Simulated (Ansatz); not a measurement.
mer-CoF3(H2O)3 (CoO3F3H6). The state is a singlet with charge 0. Geometry r2SCAN-D4/def2-SVP; atoms count from 1.

```xyz
13

Co   -0.015   -0.157    0.099
F     0.538    0.078    1.798
F    -0.496   -0.179   -1.689
F    -1.113   -1.485    0.555
O     1.157    1.271   -0.565
O     1.388   -1.469    0.137
O    -1.583    0.978    0.149
H     0.873    2.127   -0.207
H     0.780    1.192   -1.471
H     0.788   -2.236    0.247
H     1.561   -1.185    1.074
H    -2.132    0.355    0.668
H    -1.748    0.712   -0.794
```

The restricted singlet is unstable towards broken spin symmetry in Hartree–Fock (as tested in another run); at PBE0-D4/def2-TZVP this wasn't settled. Another isomer (singlet) lies 0.02 eV lower at PBE0-D4/def2-TZVP; other spin states weren't run for this one.

**Question.** Estimate the Mulliken populations from the PBE0/def2-TZVP orbitals of Ansatz.

**Answer.** 
```tsv
atom	charge (e)	d electrons
Co1	0.48	7.44
F2	-0.47	–
F3	-0.52	–
F4	-0.45	–
O5	-0.46	–
O6	-0.41	–
O7	-0.44	–
H8	0.37	–
H9	0.37	–
H10	0.38	–
H11	0.38	–
H12	0.39	–
H13	0.38	–
```
Mulliken values depend strongly on the basis.

**Question.** And the Mayer bond orders between heavy atoms (over 0.3)?

**Answer.** Co1–F2 0.74 (1.80 Å); Co1–F3 0.64 (1.85 Å); Co1–F4 0.81 (1.78 Å); Co1–O5 0.49 (1.96 Å); Co1–O6 0.59 (1.92 Å); Co1–O7 0.54 (1.94 Å).
